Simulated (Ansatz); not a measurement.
`[SiH3]CC[SeH]` + `CC(C)=N` → `CC(=N)C[SeH]` + `CC[SiH3]`  (formal exchange of groups at the Se–C bond)

Program: Ansatz. Geometries: PBE0-D4/def2-TZVP. ΔE: electronic, gas phase. CBS: MP2 limit from def2 TZ/QZ plus the TZ coupled-cluster correction, frozen cores. DFT in def2-TZVPP. B3LYP here is the variant with VWN-RPA as its local correlation; programs differ in this. For Se outer-core shells are correlated without core-valence functions, which leaves a few kJ/mol of doubt a bond. Scalar relativity is left out up to krypton. One conformer a species, not always the lowest.

`[SiH3]CC[SeH]`:

Z-matrix (Å, degrees):
```
Si
C 1 1.884
H 1 1.488 2 110.2
H 1 1.487 2 110.5 3 120.3
H 1 1.488 2 110.1 3 -119.4
C 2 1.515 1 112.6 3 60.1
H 2 1.094 1 108.8 3 -177.3
H 2 1.095 1 108.2 3 -62.2
Se 6 1.962 2 114.6 1 177.6
H 6 1.090 2 112.1 1 -59.5
H 6 1.092 2 111.5 1 60.6
H 9 1.469 6 94.9 2 63.8
```

`CC(C)=N`:

```xyz
11

C     0.290   -0.197    1.203
C    -0.413    0.108   -0.089
C     0.431    0.039   -1.324
N    -1.639    0.410   -0.199
H    -0.389   -0.135    2.054
H     0.728   -1.199    1.173
H     1.117    0.502    1.361
H    -0.166    0.282   -2.201
H     0.858   -0.962   -1.441
H     1.273    0.734   -1.253
H    -2.090    0.418    0.717
```

`CC(=N)C[SeH]`:

Cartesian coordinates in Å:
```
C -0.575 -1.043 -0.580
C 0.479 -0.402 0.272
N 1.585 -0.925 0.602
C 0.192 0.977 0.781
Se 0.210 2.336 -0.638
H -0.746 -0.449 -1.481
H -0.286 -2.052 -0.875
H -1.525 -1.092 -0.040
H 1.676 -1.860 0.204
H -0.777 1.041 1.275
H 0.974 1.273 1.478
H -1.207 2.197 -0.996
```

`CC[SiH3]`:

```xyz
11

C    -0.039   -0.485   -1.335
C    -0.641    0.272   -0.155
Si    0.459    0.280    1.365
H    -0.703   -0.472   -2.203
H     0.150   -1.532   -1.082
H     0.914   -0.048   -1.644
H    -1.607   -0.163    0.127
H    -0.848    1.311   -0.431
H     1.768    0.918    1.053
H     0.723   -1.112    1.822
H    -0.177    1.031    2.482
```

| level | ΔE (kcal/mol) | difference from CCSD(T)/CBS |
| --- | --- | --- |
| PBE-D4 | 0.9 | -0.2 |
| PBE0-D4 | 1.0 | -0.1 |
| ωB97M-V | 0.9 | -0.2 |
| B2PLYP | 1.1 | 0.0 |
| PBE | 1.3 | 0.2 |
| r2SCAN | 1.3 | 0.2 |
| PBE0 | 1.3 | 0.2 |
| B3LYP | 1.4 | 0.3 |
| HF/def2-TZVPP | 1.6 | 0.5 |
| MP2/def2-TZVPP | 0.7 | -0.4 |
| CCSD(T)/def2-TZVPP | 0.9 | -0.2 |
| MP2/def2-QZVPP | 0.9 | -0.2 |
| SCS-MP2/def2-QZVPP | 1.0 | -0.1 |
| HF/CBS(def2) | 1.7 | 0.6 |
| MP2/CBS(def2) | 0.9 | -0.2 |
| CCSD/CBS(def2) | 1.2 | 0.1 |
| CCSD(T)/CBS | 1.1 | 0 |

Largest T1 diagnostic among the species: 0.011.

In def2-TZVPP, CCSD(T) changes the Hartree–Fock value by −0.7 kcal/mol (the triples alone add −0.1 kcal/mol) and MP2 by −0.8 kcal/mol.
